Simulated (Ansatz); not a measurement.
Program: Ansatz 0.2.0.

C$_{6}$H$_{18}$AlN$_{3}$ (`C[N](C)[Al]([N](C)C)[N](C)C`) at its PBE0-D4/def2-TZVP geometry, where that method's forces vanish. Total charge 0; spin multiplicity 1.

```json
{"atom": "C1", "x (Å)": "2.755", "y (Å)": "0.576", "z (Å)": "-0.407"}
{"atom": "N2", "x (Å)": "1.384", "y (Å)": "0.787", "z (Å)": "-0.793"}
{"atom": "C3", "x (Å)": "1.263", "y (Å)": "1.708", "z (Å)": "-1.893"}
{"atom": "Al4", "x (Å)": "0.000", "y (Å)": "0.000", "z (Å)": "-0.001"}
{"atom": "N5", "x (Å)": "0.115", "y (Å)": "-0.496", "z (Å)": "1.703"}
{"atom": "C6", "x (Å)": "-0.629", "y (Å)": "-1.590", "z (Å)": "2.272"}
{"atom": "C7", "x (Å)": "0.963", "y (Å)": "0.150", "z (Å)": "2.672"}
{"atom": "N8", "x (Å)": "-1.499", "y (Å)": "-0.291", "z (Å)": "-0.911"}
{"atom": "C9", "x (Å)": "-2.803", "y (Å)": "-0.367", "z (Å)": "-0.305"}
{"atom": "C10", "x (Å)": "-1.549", "y (Å)": "-0.476", "z (Å)": "-2.339"}
{"atom": "H11", "x (Å)": "2.824", "y (Å)": "-0.141", "z (Å)": "0.415"}
{"atom": "H12", "x (Å)": "3.240", "y (Å)": "1.508", "z (Å)": "-0.078"}
{"atom": "H13", "x (Å)": "3.355", "y (Å)": "0.180", "z (Å)": "-1.240"}
{"atom": "H14", "x (Å)": "0.215", "y (Å)": "1.870", "z (Å)": "-2.155"}
{"atom": "H15", "x (Å)": "1.780", "y (Å)": "1.344", "z (Å)": "-2.795"}
{"atom": "H16", "x (Å)": "1.697", "y (Å)": "2.690", "z (Å)": "-1.650"}
{"atom": "H17", "x (Å)": "-1.294", "y (Å)": "-1.258", "z (Å)": "3.085"}
{"atom": "H18", "x (Å)": "-1.249", "y (Å)": "-2.077", "z (Å)": "1.515"}
{"atom": "H19", "x (Å)": "0.037", "y (Å)": "-2.356", "z (Å)": "2.697"}
{"atom": "H20", "x (Å)": "1.502", "y (Å)": "0.987", "z (Å)": "2.223"}
{"atom": "H21", "x (Å)": "1.710", "y (Å)": "-0.542", "z (Å)": "3.092"}
{"atom": "H22", "x (Å)": "0.382", "y (Å)": "0.546", "z (Å)": "3.518"}
{"atom": "H23", "x (Å)": "-2.743", "y (Å)": "-0.203", "z (Å)": "0.773"}
{"atom": "H24", "x (Å)": "-3.487", "y (Å)": "0.390", "z (Å)": "-0.717"}
{"atom": "H25", "x (Å)": "-3.277", "y (Å)": "-1.348", "z (Å)": "-0.468"}
{"atom": "H26", "x (Å)": "-2.161", "y (Å)": "0.294", "z (Å)": "-2.834"}
{"atom": "H27", "x (Å)": "-0.548", "y (Å)": "-0.434", "z (Å)": "-2.774"}
{"atom": "H28", "x (Å)": "-1.985", "y (Å)": "-1.451", "z (Å)": "-2.606"}
```

Problem. For each bond, give half the difference of the two atoms' forces along it (eV/Å; positive pushes the atoms apart) under PBE-D4, r2SCAN-D4, B3LYP-D4, ωB97M-V in def2-TZVPP. (An estimate is asked.)

Solution. The calculation gave: 
```
   bond  length (Å)  PBE-D4  r2SCAN-D4  B3LYP-D4  ωB97M-V
  C1–N2       1.440    0.07       0.17      0.21     0.23
 C1–H12       1.101    0.11      -0.04     -0.07    -0.11
 N2–Al4       1.778   -0.03      -0.11     -0.11    -0.12
 C3–H16       1.101    0.11      -0.04     -0.07    -0.11
 Al4–N8       1.778   -0.03      -0.11     -0.11    -0.12
  N5–C6       1.440    0.07       0.17      0.21     0.23
  N5–C7       1.440    0.07       0.17      0.21     0.23
 C6–H18       1.093    0.07      -0.05     -0.11    -0.08
 C6–H19       1.101    0.11      -0.04     -0.07    -0.11
 C7–H20       1.093    0.07      -0.05     -0.11    -0.08
 C7–H21       1.101    0.11      -0.04     -0.07    -0.11
 N8–C10       1.440    0.07       0.17      0.21     0.23
C10–H26       1.101    0.11      -0.04     -0.07    -0.11
C10–H28       1.101    0.11      -0.04     -0.07    -0.11
```

B3LYP here is the variant with VWN-RPA as its local correlation; programs differ in this.
